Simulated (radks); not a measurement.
Initial-state core-level shifts of neutral silver when its valence configuration changes from [Kr] 4d10 5s1. Calculated with a radial shooting solver on a logarithmic mesh with Libxc functionals: Dirac Kohn-Sham, PBE, spin-unpolarised, spherical densities, point nucleus; open shells are shared between the two j in proportion to 2j + 1. Shifts are changes of the shell-averaged eigenvalues in eV (positive: less bound).

valence,2s,2p,3p,4p
4d9 5s2,-4.530,-4.514,-4.461,-3.981
4d10 5p1,-1.925,-1.927,-1.951,-2.032
4d9 5s1 5p1,-6.338,-6.323,-6.289,-5.855
4d9.5 5p1.5,-4.853,-4.848,-4.860,-4.738
4d7.5 5s2 5p1.5,-14.797,-14.754,-14.535,-12.939
4d10 5s0.5 5p0.5,-1.034,-1.035,-1.047,-1.089
4d9.5 5s1 5p0.5,-3.180,-3.173,-3.163,-2.982
4d8 5s2 5p1,-11.338,-11.305,-11.158,-10.002
4d8 5s1 5p2,-12.844,-12.810,-12.681,-11.540
